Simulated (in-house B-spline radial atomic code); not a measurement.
RPA and G0W0 on CAM-B3LYP: neutral calcium

Configuration [Ar] 4s2, mean-field start CAM-B3LYP. Computed with a B-spline radial code for spherical atoms: all electrons, non-relativistic, point nucleus, each spin shell either full or empty, empty states to l = 9 with an (l + 1/2)⁻⁴ tail; G0W0 by contour deformation at full frequency.

Command:
```bash
python run_gw.py task.json out
```
Settings (radii: box in bohr, nucleus in fm):
```
Z                        20
electrons                20
configuration            [Ar] 4s2
hamiltonian              nr
method                   camb3lyp
lmax                     9
spin_polarised           False
box_radius               40
intervals                53
ion_configuration        [Ar] 4s1
```

Cost of the run: 4.8 s on 1 thread of Arm Neoverse N1, on a shared host.

Energies (hartree):

```
                                     term       value
                         mean-field total  -677.60378
Hartree-Fock functional on these orbitals  -676.74667
                      direct second order     -1.3566
                    second-order exchange     0.45647
                         SOSEX correction     0.41173
```

What is the RPA correlation energy, and what remains with SOSEX?

RPA gives -1.171 hartree (-1.59 eV per electron); RPA + SOSEX gives -0.75928, and the second-order doubles -0.90008 hartree (no singles). SOSEX takes back 35 % of the RPA value.

Quasi-particle levels (eV):

| level | occupied | mean field | Σx - vxc | Σc | QP weight | G0W0 |
| --- | --- | --- | --- | --- | --- | --- |
| 4s | yes | -5.148 | -0.02 | ? | ? | ? |

G0W0 = mean field + (Σx - vxc) + Σc, with Σc (partial-wave tail included) taken at the quasi-particle energy. Only the outer levels were computed. Levels of low weight are left out.

Where does G0W0 put 4s?

At -6.187 eV, with Σc = -1.01 eV and a quasi-particle weight of 0.911. The tabulated removal energy is 6.113 eV (NIST, measured); the calculation leaves out relativity, Breit and QED terms, and what these don't explain is the method's own error.

What does it cost to remove one electron (to [Ar] 4s1) by differences of total energies, each species on its own start (correlation terms add to the Hartree-Fock functional)?

CAM-B3LYP 6.078 eV, Hartree-Fock functional 5.095 eV, + RPA 6.129 eV, + RPA + SOSEX 5.879 eV, + second order 6.277 eV. Tabulated: 6.113 eV (NIST, measured); the calculation leaves out relativity, Breit and QED terms, and what these don't explain is the method's own error.
